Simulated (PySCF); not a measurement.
**Radial density of C⁺ (carbon, charge +1)**

PBE0, [He] 2s2 2p1, 2P determinant. Computed with PySCF 2.14 in cc-pVDZ-DK (3s2p1d, 14 functions), with scalar relativity by spin-free X2C-1e.

```json
{"r (bohr)": "0.00555", "4πr²ρ (e/bohr)": "0.04750", "4πr²(ρα − ρβ)": "0.0000"}
{"r (bohr)": "0.00933", "4πr²ρ (e/bohr)": "0.1283", "4πr²(ρα − ρβ)": "0.0000"}
{"r (bohr)": "0.0157", "4πr²ρ (e/bohr)": "0.3323", "4πr²(ρα − ρβ)": "0.0001"}
{"r (bohr)": "0.0264", "4πr²ρ (e/bohr)": "0.8241", "4πr²(ρα − ρβ)": "0.0003"}
{"r (bohr)": "0.0444", "4πr²ρ (e/bohr)": "1.874", "4πr²(ρα − ρβ)": "0.0008"}
{"r (bohr)": "0.0747", "4πr²ρ (e/bohr)": "3.701", "4πr²(ρα − ρβ)": "0.0022"}
{"r (bohr)": "0.126", "4πr²ρ (e/bohr)": "5.743", "4πr²(ρα − ρβ)": "0.0074"}
{"r (bohr)": "0.211", "4πr²ρ (e/bohr)": "6.012", "4πr²(ρα − ρβ)": "0.0328"}
{"r (bohr)": "0.355", "4πr²ρ (e/bohr)": "3.377", "4πr²(ρα − ρβ)": "0.1319"}
{"r (bohr)": "0.598", "4πr²ρ (e/bohr)": "1.389", "4πr²(ρα − ρβ)": "0.3704"}
{"r (bohr)": "1.01", "4πr²ρ (e/bohr)": "2.020", "4πr²(ρα − ρβ)": "0.6417"}
{"r (bohr)": "1.69", "4πr²ρ (e/bohr)": "1.472", "4πr²(ρα − ρβ)": "0.4533"}
{"r (bohr)": "2.85", "4πr²ρ (e/bohr)": "0.2287", "4πr²(ρα − ρβ)": "0.0760"}
{"r (bohr)": "4.79", "4πr²ρ (e/bohr)": "0.006357", "4πr²(ρα − ρβ)": "0.0036"}
```

Densities and radii are taken from the X2C orbitals without a picture-change correction, which distorts them close to the nucleus.
